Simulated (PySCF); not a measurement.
C₂Cl₃, SMILES Cl[C]=C(Cl)Cl (connectivity only; charge and spin as stated), charge +1, multiplicity 1. Atoms are numbered in the order given.

```xyz
5

Cl     0.0000     0.0000    -2.4175
C      0.0000     0.0000    -0.8461
C      0.0000     0.0000     0.4661
Cl     0.0000    -1.4994     1.2758
Cl     0.0000     1.4994     1.2758
```
Charge +1, spin multiplicity 1.

Geometry optimised at B3LYP-D3(BJ)/def2-SVP. The spin state was assumed, not searched. The isomer is the one that the SMILES or the coordinates give; other isomers of the formula were not compared.

The numbers are results of PySCF with PBE0/pcSseg-1, not measurements.

GIAO shieldings, no solvent; atoms alike by connectivity are averaged. δ = σ(ref) − σ: ³⁵Cl against HCl (σ = 945.9 ppm); ¹³C against TMS (σ = 186.3 ppm), references at their B3LYP-D3(BJ)/def2-TZVP geometries, non-relativistic (without spin–orbit terms, shifts of atoms bonded to Cl or Br come out too high).

```csv
atoms,nucleus,count,δ (ppm)
Cl1,³⁵Cl,1,[?]
"Cl4, Cl5",³⁵Cl,2,296.6
C2,¹³C,1,[?]
C3,¹³C,1,155.4
```

Q: Complete the blanks. (The exact figures need the calculation; the answer reports its results.)

A: 
- C2, δ (ppm): 599.4
- Cl1, δ (ppm): 1157.5
